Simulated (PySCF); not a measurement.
C₃H₁₀OSi₂, SMILES C[C@@H]1O[C@H]([SiH3])[SiH2]1.

Geometry: PBE0-D3(BJ)/def2-SVP. The structure was generated by enumeration; whether it is a known compound was not checked.

Level of theory: PBE0-D3(BJ)/def2-SVP (PySCF 2.14.0).

Frequencies are harmonic and unscaled.

Computed vibrational spectrum:
| mode | ν (cm⁻¹) | IR (km/mol) | moving atoms (share of kinetic energy) |
|---|---|---|---|
| 1 | 35 | 0.9 | C 33 %, Si 24 %, H 23 %, O 20 % |
| 2 | 146 | 0.4 | Si 39 %, H 37 %, C 13 %, O 10 % |
| 3 | 161 | 0.1 | H 83 %, Si 10 % |
| 4 | 212 | 1.8 | H 37 %, C 24 %, O 19 %, Si 19 % |
| 5 | 238 | 1.5 | H 63 %, C 20 %, Si 12 % |
| 6 | 249 | 2.0 | H 69 %, C 13 %, O 11 % |
| 7 | 380 | 5.6 | H 36 %, C 33 %, O 25 % |
| 8 | 465 | 10.5 | H 39 %, Si 27 %, C 22 %, O 11 % |
| 9 | 519 | 1.8 | Si 41 %, H 32 %, C 19 % |
| 10 | 536 | 6.8 | H 71 %, Si 16 %, C 10 % |
| 11 | 572 | 4.4 | H 67 %, C 17 %, Si 15 % |
| 12 | 629 | 38.5 | H 65 %, Si 15 %, O 12 %, C 8 % |
| 13 | 685 | 13.5 | H 59 %, C 33 % |
| 14 | 765 | 32.4 | H 52 %, C 35 %, Si 12 % |
| 15 | 775 | 132.2 | H 67 %, Si 16 %, C 16 % |
| 16 | 848 | 11.2 | H 42 %, C 42 %, Si 12 % |
| 17 | 881 | 34.9 | H 36 %, O 34 %, C 29 % |
| 18 | 915 | 262.2 | H 88 %, Si 10 % |
| 19 | 936 | 43.5 | H 97 % |
| 20 | 945 | 26.4 | H 95 % |
| 21 | 953 | 93.4 | H 94 % |
| 22 | 989 | 4.8 | H 81 %, C 17 % |
| 23 | 1019 | 58.9 | C 38 %, H 37 %, O 24 % |
| 24 | 1063 | 42.8 | H 51 %, C 43 % |
| 25 | 1101 | 78.4 | C 51 %, O 28 %, H 21 % |
| 26 | 1138 | 1.0 | C 60 %, H 39 % |
| 27 | 1240 | 4.2 | H 63 %, C 31 % |
| 28 | 1254 | 2.5 | H 80 %, C 16 % |
| 29 | 1335 | 6.7 | H 79 %, C 20 % |
| 30 | 1387 | 9.4 | H 73 %, C 27 % |
| 31 | 1449 | 5.7 | H 96 % |
| 32 | 1471 | 4.7 | H 96 % |
| 33 | 2214 | 67.5 | H 98 % |
| 34 | 2220 | 132.1 | H 97 % |
| 35 | 2230 | 30.3 | H 96 % |
| 36 | 2232 | 181.5 | H 96 % |
| 37 | 2238 | 107.9 | H 96 % |
| 38 | 3036 | 32.2 | H 92 % |
| 39 | 3044 | 21.6 | H 92 % |
| 40 | 3049 | 14.5 | H 97 % |
| 41 | 3146 | 11.5 | H 90 %, C 10 % |
| 42 | 3154 | 14.6 | H 90 %, C 10 % |
